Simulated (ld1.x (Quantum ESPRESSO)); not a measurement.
## Cutoff test, vanadium, TM

```
Element                 : vanadium
Generator               : ld1.x (Quantum ESPRESSO) 7.5
Type                    : norm-conserving Troullier–Martins (Kleinman–Bylander form)
Functional              : revPBE
Relativity              : scalar-relativistic
Frozen core             : [Ne]
Valence charge          : 13
Reference configuration : 3s2 3p6 3d3 4s0 4p0 (charge +2)
Partial waves           : 3s (bound): rc 1.40 bohr; 3p (bound): rc 1.35 bohr; 3d (bound): rc 2.10 bohr
Local potential         : the d channel
Core correction         : Bessel-smoothed model core inside 1.05 bohr
```

The pseudo-atom Hamiltonian at the reference potential is diagonalised in spherical Bessel functions j_l(qr) that vanish at 20 bohr, with q² up to the cutoff. All-electron valence levels (Ry): 3s -6.3784, 4s -1.3004, 3p -4.4498, 4p -0.9519, 3d -1.5591.

Problem. How do the lowest levels (Ry) of each channel move with the cutoff, and are there ghosts?

Solution.

```
cutoff (Ry)     s #1     s #2     s #3     p #1     p #2     p #3     d #1     d #2     f #1  Σ f·Δε (mRy)
          8  -6.1697  -1.2107  -0.4876  -2.8111  -0.7627  -0.3422  -0.6982  -0.3234  -0.2886       12831.9
         12  -6.3144  -1.2525  -0.5041  -3.5418  -0.8323  -0.3633  -0.7590  -0.3494  -0.2887        7976.1
         18  -6.3256  -1.2853  -0.5199  -4.1137  -0.8750  -0.3765  -0.9471  -0.4143  -0.2888        3958.0
         25  -6.3363  -1.3079  -0.5332  -4.3544  -0.8970  -0.3837  -1.1966  -0.4639  -0.2889        1743.9
         35  -6.3650  -1.3293  -0.5493  -4.4374  -0.9116  -0.3889  -1.4716  -0.4962  -0.2890         363.4
         40  -6.3727  -1.3330  -0.5530  -4.4446  -0.9140  -0.3898  -1.5276  -0.5018  -0.2890         136.9
         50  -6.3756  -1.3346  -0.5550  -4.4492  -0.9162  -0.3906  -1.5558  -0.5047  -0.2890          19.0
         60  -6.3758  -1.3349  -0.5553  -4.4493  -0.9164  -0.3907  -1.5587  -0.5051  -0.2890           9.2
         80  -6.3774  -1.3352  -0.5554  -4.4496  -0.9164  -0.3907  -1.5589  -0.5051  -0.2890           3.4
        100  -6.3783  -1.3353  -0.5555  -4.4498  -0.9164  -0.3907  -1.5590  -0.5051  -0.2890           0.4
        120  -6.3783  -1.3353  -0.5555  -4.4498  -0.9164  -0.3907  -1.5591  -0.5051  -0.2890           0.2
        400  -6.3784  -1.3353  -0.5555  -4.4498  -0.9164  -0.3907  -1.5591  -0.5051  -0.2890           0.0
```

Result: no extra level below or beside the all-electron valence levels (s, p, d, f tested); 10 mRy is reached at 60 Ry and 1 mRy at 100 Ry.

Its largest configuration-test error is +1397 meV.
